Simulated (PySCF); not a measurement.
An excited-state job on `CC(C)(C)[O][Ti]([Cl])([Cl])[O]C(C)(C)C` (Ti(OtBu)2Cl2).

Method: TDDFT wB97X-D/def2-SVPD, vertical, gas phase, core orbitals frozen in the response (PySCF 2.14.0, density-fitted response routines). Geometry: PBE0-D3(BJ)/def2-SVP. The input is one job of a driver script: a line of settings, then coordinates in Å.

Command:
```bash
OMP_NUM_THREADS=2 python probes_run.py task.json out
```

Input:
```
{"job": {"kind": "uv", "xc": "wB97X-D", "basis": "def2-SVPD", "ip": false, "nstates": 15}, "charge": 0, "multiplicity": 1}
Ti    -0.488647     0.709579    -0.346125
O     -0.537599     0.239879     1.328486
C     -1.380925     0.087948     2.470416
C     -1.907572    -1.341330     2.446439
C     -0.511682     0.347246     3.692394
C     -2.518410     1.098500     2.369282
H     -2.574151    -1.522430     3.302696
H     -2.470097    -1.521042     1.518306
H     -1.074346    -2.057594     2.492172
H      0.332085    -0.357354     3.715352
H     -1.097458     0.225503     4.615620
H     -0.109680     1.370503     3.664272
H     -3.125617     0.903528     1.471633
H     -2.119301     2.121524     2.303155
H     -3.175417     1.034216     3.249216
O      0.972068     0.111136    -1.076262
C      1.645223    -0.203041    -2.294240
C      1.135749     0.736916    -3.381449
C      3.132268    -0.004627    -2.036415
C      1.318437    -1.654844    -2.620337
H      1.654006     0.548138    -4.333255
H      0.056554     0.588336    -3.541752
H      1.303238     1.785143    -3.092719
H      3.336212     1.041106    -1.763753
H      3.716601    -0.253228    -2.934788
H      3.464776    -0.650191    -1.210803
H      0.231018    -1.782032    -2.727580
H      1.667756    -2.316254    -1.814108
H      1.803328    -1.959816    -3.559557
Cl    -0.629999     2.909231    -0.554595
Cl    -2.209867    -0.245378    -1.358223
```

**Question.** What does the run print?

**Answer.** 
```
coarse grid: 116384 points
cycle   1  E = -2235.0192512800  dE =  1.392e+00  |g| = 1.338e+00  |ddm| = 1.670e+01
cycle   2  E = -2230.2314240424  dE =  4.788e+00  |g| = 5.856e+00  |ddm| = 1.771e+01
cycle   3  E = -2235.3655700588  dE = -5.134e+00  |g| = 6.153e-01  |ddm| = 1.536e+01
cycle   4  E = -2235.4189142553  dE = -5.334e-02  |g| = 2.412e-01  |ddm| = 2.016e+00
cycle   5  E = -2235.4319693594  dE = -1.306e-02  |g| = 4.727e-02  |ddm| = 1.393e+00
cycle   6  E = -2235.4324536626  dE = -4.843e-04  |g| = 1.410e-02  |ddm| = 2.762e-01
cycle   7  E = -2235.4325052134  dE = -5.155e-05  |g| = 4.652e-03  |ddm| = 1.007e-01
cycle   8  E = -2235.4325106863  dE = -5.473e-06  |g| = 2.088e-03  |ddm| = 2.277e-02
final grid: 245528 points
cycle   9  E = -2235.4311893315  dE = -2.941e-06  |g| = 3.784e-03  |ddm| = 6.196e-02
cycle  10  E = -2235.4311840499  dE =  5.282e-06  |g| = 6.448e-03  |ddm| = 2.301e-02
cycle  11  E = -2235.4311921883  dE = -8.138e-06  |g| = 6.524e-04  |ddm| = 2.088e-02
cycle  12  E = -2235.4311922663  dE = -7.795e-08  |g| = 2.904e-04  |ddm| = 3.304e-03
cycle  13  E = -2235.4311922866  dE = -2.033e-08  |g| = 7.541e-05  |ddm| = 1.375e-03
cycle  14  E = -2235.4311922899  dE = -3.231e-09  |g| = 3.717e-05  |ddm| = 5.176e-04
cycle  15  E = -2235.4311922904  dE = -5.398e-10  |g| = 1.229e-05  |ddm| = 2.807e-04
converged SCF energy = -2235.4311922904

Static polarisability (au): isotropic 171.627, principal 154.042 162.047 198.791

Singlet excitations
state   eV       nm        f      main configurations
  1   4.6908    264.3   0.00128   H->L 0.94
  2   4.7948    258.6   0.00829   H-1->L 0.69, H-2->L 0.22
  3   4.8943    253.3   0.01774   H-2->L 0.63, H-1->L 0.20
  4   5.0720    244.4   0.00926   H-1->L+1 0.51, H-2->L+1 0.17, H->L+1 0.13
  5   5.3817    230.4   0.01942   H-2->L+1 0.61, H-1->L+1 0.27
  6   5.4298    228.3   0.01447   H->L+1 0.64, H-2->L+1 0.08
  7   5.4444    227.7   0.00114   H-4->L 0.82, H->L+2 0.08
  8   5.5025    225.3   0.00034   H-1->L+2 0.51, H-2->L+2 0.17, H-4->L 0.10
  9   5.5527    223.3   0.00716   H-3->L 0.69
 10   5.7052    217.3   0.01487   H->L+2 0.71, H-1->L+2 0.10
 11   5.7567    215.4   0.00317   H-2->L+2 0.45, H-5->L 0.27, H-1->L+2 0.15
 12   5.8568    211.7   0.00137   H-1->L+3 0.46, H-6->L 0.14, H-2->L+3 0.12
 13   5.8680    211.3   0.00013   H-7->L 0.50, H-2->L+3 0.21
 14   5.9008    210.1   0.02577   H-5->L 0.26, H-6->L 0.23, H-2->L+2 0.13
 15   5.9754    207.5   0.00151   H-2->L+3 0.40, H-7->L 0.21, H-1->L+3 0.15

Triplet excitations (Tamm-Dancoff, eV): 4.5733 4.5842 4.6305 4.8096
```

The SCF starts on a coarse grid where the log names one; the energy can jump when the final grid takes over, and dE then counts from the start density on the new grid. H and L stand for HOMO and LUMO; the number after each pair is its weight.

**Question.** Give S1 in cm⁻¹ and kJ/mol.

**Answer.** 4.6908 eV × 8065.54 = 37834 cm⁻¹; × 96.485 = 452.6 kJ/mol.

In short: HOMO -10.28 eV, LUMO -0.64 eV; lowest singlet 4.69 eV; lowest triplet 4.57 eV (Tamm–Dancoff); mean polarisability 171.6 au.

The geometry optimisation had not met its thresholds, so the values belong to a structure short of the stationary point.

Time: 3.5 min wall, 7.6 min CPU (with the writing of density and orbital grids); peak memory 4.1 GiB. Hardware: an Intel Xeon 6975P-C with 2 threads, shared host with 192 logical CPUs at a one-minute load of 58.
Labels such as C1 count atoms from 1, the log's own numbers from 0.

Note: wB97X-D ran without an empirical dispersion term, which enters the total energy and its gradient alone.
